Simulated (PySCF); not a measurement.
Level of theory: PBE0 in PySCF with Ru def2-SVP with ECP28, S def2-SVP, Cl def2-SVP; scalar-relativistic core potentials, no spin–orbit coupling; density-fitted integrals. Open shells, if any, are unrestricted.

Problem. What spin state, shape and geometry does isolated RuSCl2 take (every ligand bound to Ru)?

Solution. Formally Ru is in oxidation state +4, d4, with 2 unpaired electrons (the high-spin count would be 4). The Mulliken spin on Ru is 1.57. The polar-tensor charge on Ru, 1.03, is far below the formal one. The lowest minimum found is a triplet of C2v symmetry with Ru–Cl 2.201 Å (×2), Ru–S 2.033 Å; Cl–Ru–Cl 131.9°, Cl–Ru–S 114.1° (×2). Its harmonic wavenumbers are 74 (b1), 105 (a1), 143 (b2), 378 (a1), 443 (b2), 582 (a1) cm⁻¹ and its dipole moment is 0.69 D.

Only a few start shapes were tried, so a lower isomer may exist. With open d or f shells other occupations or spin states may lie lower.
